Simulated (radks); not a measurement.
Species: Re XXX. Configuration: [Kr] 4d10 (the NIST ground configuration).

Calculated with a radial shooting solver on a logarithmic mesh with Libxc functionals: Dirac Kohn-Sham, BLYP, spin-unpolarised, spherical densities, finite nucleus; Fermi nuclear charge, rms radius 5.3698 fm.

Energy parts (hartree):
| part | energy |
|---|---|
| total | -16313.7899 |
| kinetic | 18495.1953 |
| electron-nucleus | -38999.2955 |
| Hartree | 4483.2758 |
| exchange-correlation | -292.9655 |

Orbitals (lengths in bohr, moments of r in powers of bohr; r(90%) holds 90 % of the orbital's charge):
orbital,occ.,eigenvalue (hartree),r(90%),<r>
1s1/2,2,-2666.496,0.0329,0.01804
2s1/2,2,-493.3088,0.118,0.07562
2p1/2,2,-473.6846,0.104,0.06249
2p3/2,4,-420.8157,0.115,0.07057
3s1/2,2,-143.4396,0.288,0.1963
3p1/2,2,-134.7191,0.280,0.1863
3p3/2,4,-123.1443,0.300,0.2009
3d3/2,4,-108.5045,0.273,0.1757
3d5/2,6,-105.9988,0.279,0.1802
4s1/2,2,-56.65190,0.590,0.4150
4p1/2,2,-52.94465,0.596,0.4144
4p3/2,4,-49.71198,0.630,0.4393
4d3/2,4,-43.62618,0.637,0.4346
4d5/2,6,-42.96275,0.647,0.4419

The highest occupied level is 4d5/2 at -1169.1 eV. Summed over all electrons, <r^2> = 4.634 bohr^2, which gives a Langevin (diamagnetic) susceptibility term of -3.67 x 10^-6 cm^3/mol. The density falls to 0.001 e/bohr^3 at r = 1.22 bohr. The electron density at the nucleus is 1.547e+06 e/bohr^3.
